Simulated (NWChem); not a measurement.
GeH2O2, singlet; SMILES [OH][Ge][OH]

```xyz
5

Ge     0.0000     0.0000     0.4214
O      1.3035     0.0000    -0.7947
H      2.1766     0.0000    -0.3856
O     -1.3035     0.0000    -0.7947
H     -2.1766     0.0000    -0.3856
```
Atoms are numbered in this order, from 1.

All runs: NWChem. Low-valent species are run as closed-shell singlets; no triplet was tried in these runs. Coordinates come from a PBE0/def2-SVP optimisation. LC-ωPBE (HJS hole) with def2-SVP; x = 1 − exp(−ω/0.25 bohr⁻¹) is a scale chosen for this fit.

| row | x | −ε(HOMO) (eV) |
|---|---|---|
| ω = 0.20 | 0.551 | 8.44 |
| ω = 0.25 | 0.632 | 8.87 |
| ω = 0.40 | 0.798 | 9.75 |
| ω = 0.50 | 0.865 | 10.11 |
| ω = 0.60 | 0.909 | withheld |

Fit a straight line of the last column on the one before it, predict the withheld value, and compare with the run.


1. Means of the 4 shown rows: x = 0.7115, y = 9.293. Slope Σ(x − x̄)(y − ȳ)/Σ(x − x̄)² = 0.3355/0.06312 = 5.314; intercept 5.512.
2. The shown rows scatter about the line by 0.001 (root mean square); the largest residual is 0.00, at ω = 0.40.
3. At x = 0.909 (ω = 0.60; beyond the shown range) the line gives 10.34.
4. The run gives 10.37, +0.03 from the line.
